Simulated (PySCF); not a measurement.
PySCF 2.14 output of an unrestricted BP86 calculation on a single atom or ion in x2c-TZVPPall (8s6p6d2f1g, 79 functions), with the spin-free X2C one-electron Hamiltonian (Gaussian nucleus):

```
SCF conv_tol = 1e-09
number electrons alpha = 24  beta = 18
    A. D. Becke.,  Phys. Rev. A 38, 3098 (1988)
    J. P. Perdew.,  Phys. Rev. B 33, 8822 (1986)
cycle= 1 E= -4529.60131671954  delta_E= -0.0129  |g|= 0.0567  |ddm|= 0.194
cycle= 2 E= -4529.60146700058  delta_E= -0.00015  |g|= 0.0183  |ddm|= 0.0196
cycle= 3 E= -4529.60148230149  delta_E= -1.53e-05  |g|= 0.00233  |ddm|= 0.00532
cycle= 4 E= -4529.60148323749  delta_E= -9.36e-07  |g|= 0.000202  |ddm|= 0.00162
cycle= 5 E= -4529.60148324787  delta_E= -1.04e-08  |g|= 1.81e-05  |ddm|= 0.000152
cycle= 6 E= -4529.60148324796  delta_E= -8.46e-11  |g|= 1.03e-06  |ddm|= 1.5e-05
converged SCF energy = -4529.60148324796  <S^2> = 12.000222  2S+1 = 7.0000635
```

The run itself started from symmetry-adapted Hartree-Fock orbitals and held the occupation by maximum overlap, on a logarithmic radial grid, so the iterations belong to that start.

Problem. Which element, charge and spin multiplicity is this?

Solution. Ru²⁺ (ruthenium, charge +2), multiplicity 7; the state was [Kr] 4d5 5p1, high-spin 7P determinant (an excited configuration).
